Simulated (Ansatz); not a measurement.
Molecule: C4H5N (charge 0, singlet). 
Coordinates optimised at B3LYP-D3(BJ)/def2-TZVP (Ansatz, a quantum-chemistry and plane-wave program):
```xyz
10

C     -2.1869     0.0014    -0.0997
C     -1.0155     0.1347     0.5022
C      0.1869    -0.7208     0.1919
C      1.3507     0.0760    -0.1935
N      2.2591     0.7158    -0.4883
H     -3.0292     0.6267     0.1648
H     -2.3480    -0.7354    -0.8782
H     -0.8741     0.8865     1.2709
H     -0.0398    -1.4231    -0.6129
H      0.4670    -1.3137     1.0688
```

Property: atomisation energy (electronic, to ground-state atoms), in kcal/mol. Cores are frozen in the correlated levels unless marked. UHF or UKS for open shells. Spin-orbit coupling is left out. No relativistic terms. The coupled-cluster limit lacks core correlation, which all-electron functionals hold. Basis-set limits of correlation are two-point, X^-3; Hartree-Fock from the larger set. [CCSD(T)-MP2]/basis is that difference in the basis named.

```
level                                                          program  atomisation energy (kcal/mol)
-------------------------------------------------------------  -------  -----------------------------
PBE0/def2-SVP                                                   Ansatz                              ?
SCS-MP2/aug-cc-pVTZ                                             Ansatz                         1049.5
CCSD/aug-cc-pVTZ                                                Ansatz                              ?
RI-MP2/CBS(aug-cc-pVTZ,aug-cc-pVQZ)+[CCSD(T)-MP2]/aug-cc-pVTZ   Ansatz                         1053.6
```

Q: Some entries are withheld; supply them.

A: 
- PBE0/def2-SVP, atomisation energy (kcal/mol): 1071.0
- CCSD/aug-cc-pVTZ, atomisation energy (kcal/mol): 1010.8
